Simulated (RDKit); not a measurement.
Job for RDKit: UFF on CH4 (SMILES C).

```python
from rdkit import Chem
from rdkit.Chem import AllChem, rdDetermineBonds

blocks = [
'''5

C     0.08907237   -0.04279987   -0.04091320
H    -0.95281287    0.05251676    0.26175068
H     0.50384399   -0.96267908    0.36889348
H     0.14996931   -0.07019624   -1.12800003
H     0.65536519    0.80919831    0.33271602
''',
]
mol = None
for b in blocks:
    f = Chem.MolFromXYZBlock(b)
    rdDetermineBonds.DetermineBonds(f, charge=0)
    mol = f if mol is None else Chem.CombineMols(mol, f)
Chem.SanitizeMol(mol)
print(Chem.MolToSmiles(Chem.RemoveHs(mol)))
ff = AllChem.UFFGetMoleculeForceField(mol, vdwThresh=100.0, ignoreInterfragInteractions=False)
e = ff.CalcEnergy()
print(f'UFF energy {e:.6f} kcal/mol')
```

The log:

```
C
UFF energy 0.544436 kcal/mol
```

The run finished.

Cost: roughly 0.04 core-seconds.
